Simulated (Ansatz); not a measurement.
The input (input.yaml):

```yaml
crystal:
  periodic: [false, false, false]
  atoms:
    - { symbol: C, position_ang: [-2.2749, -0.1378, -0.394] }
    - { symbol: Si, position_ang: [-0.9477, -1.3418, -0.2113] }
    - { symbol: "N", position_ang: [0.3048, -0.6912, 0.8492] }
    - { symbol: Ge, position_ang: [1.3359, 0.6368, -0.0837] }
    - { symbol: "N", position_ang: [2.7018, 1.216, 0.9269] }
    - { symbol: H, position_ang: [-3.1404, -0.5249, -1.0091] }
    - { symbol: H, position_ang: [-2.6857, 0.1896, 0.5983] }
    - { symbol: H, position_ang: [-1.903, 0.8284, -0.9284] }
    - { symbol: H, position_ang: [-0.3784, -1.6569, -1.486] }
    - { symbol: H, position_ang: [-1.4955, -2.5592, 0.4148] }
    - { symbol: H, position_ang: [-0.1496, -0.2196, 1.6839] }
    - { symbol: H, position_ang: [1.8135, 0.0484, -1.3963] }
    - { symbol: H, position_ang: [0.2712, 1.8473, -0.392] }
    - { symbol: H, position_ang: [2.64664, 0.72012, 1.81425] }
    - { symbol: H, position_ang: [2.53655, 2.21227, 1.10351] }
basis:
  gaussian: { orbitals: def2-SVP }
hamiltonian:
  xc: pbe
relax:
  f_tol: 0.015
  max_steps: 40
output:
  orbitals: {}
```

Run as:

```bash
$ ansatz run input.yaml --threads 2 --pin off --max-ram 3072MiB --backend cpu --events-out ev --progress --plain --runs-dir out
```

Hardware: 2 threads of AMD EPYC 9R45 96-Core Processor (Zen 5) (shared host).

Question: Roughly how long does this run take, and how much memory?

Answer: 32 s, with a peak of 0.21 GiB, for 24 ionic steps.
